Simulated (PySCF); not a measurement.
Gas-phase reaction: 3 InI + InH₃ → InI₃ + 3 InH

Computed with PySCF and rigid-rotor harmonic-oscillator thermochemistry at 1 bar. † marks an energy on the PBE0/def2-TZVP geometry and frequencies; other levels use their own. MP2 freezes the core. All species are closed-shell singlets. I, In: scalar-relativistic def2 core potential, no spin-orbit coupling. InH₃, InH: computed as isolated molecules; such fragments, hydroxides, amides, oligomers or adducts are transient or little studied in the gas. MP2 isn't extrapolated to the basis-set limit; its ΔH°(298 K) is 233.1 kJ in def2-SVP and 248.8 kJ in def2-TZVPP. The harmonic model lacks anharmonicity and excited electronic states, which grow with temperature; levels with a mode under 35 cm⁻¹ are left out. Soft modes under 120 cm⁻¹ make the harmonic entropy rough for InI₃.

| level | ΔE electronic, kJ | ΔH°(298 K), kJ | ΔS°(298 K), J/K | ΔG°(1200 K), kJ |
|---|---|---|---|---|
| MP2/def2-TZVPP† | 260 | 249 | -10 | 254 |
| PBE/def2-SVP | 268 | 258 | -8 | 260 |
| PBE/def2-TZVP† | 267 | 256 | -10 | 261 |
| PBE0/def2-SVP† | 265 | 254 | -10 | 260 |
| PBE0/def2-TZVP | 261 | 250 | -10 | 255 |
| r2SCAN/def2-TZVP† | 265 | 254 | -10 | 259 |
| LDA/def2-TZVP† | 273 | 262 | -10 | 267 |
| ωB97M-V/def2-TZVP† | 247 | 236 | -10 | 241 |
ΔH° is lowest at ωB97M-V/def2-TZVP† and highest at LDA/def2-TZVP†. No reference value is set beside these.
